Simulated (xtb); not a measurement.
Si(H)2(OH)(SMe) (CH6OSSi), SMILES CS[SiH2]O. All values are semi-empirical tight-binding results from xtb (GFN2-xTB unless named), good for trends rather than for accurate numbers. Geometry optimised at GFN2-xTB. This is a generated structure with no PubChem entry under its InChIKey; it may be hypothetical. The values are those of a single conformer.

Optimised geometry:

```xyz
10

Si     0.7695    -0.4359    -0.5536
O      2.2149    -0.1731     0.1172
S     -0.7044     0.5193     0.6842
C     -2.2090     0.0856    -0.2346
H      0.5007    -1.8668    -0.5711
H      0.7331     0.1824    -1.8714
H      2.3113     0.3256     0.9245
H     -2.1487     0.4862    -1.2413
H     -2.3194    -0.9940    -0.2619
H     -3.0446     0.5316     0.2943
```

A frequency run showed that this geometry is not a minimum.

```
Item                                              Value
----------------------------------------  -------------
point group as xtb finds it                          Cs
orbital gap                                     4.27 eV
static polarisability (D4 model)             68.6 bohr³
solvation energy, GFN2-xTB/ALPB(water)    -3.5 kcal/mol
solvation energy, GFN2-xTB/ALPB(acetone)  -6.8 kcal/mol
```

Computed atomic charges and the Wiberg bond orders between heavy atoms:
charges (e) Si1 0.54, O2 -0.46, S3 -0.36, C4 -0.04, H5 -0.07, H6 -0.07, H7 0.32, H8 0.04, H9 0.04, H10 0.06. Bond orders Si1–O2 1.22, Si1–S3 0.94, S3–C4 1.01.
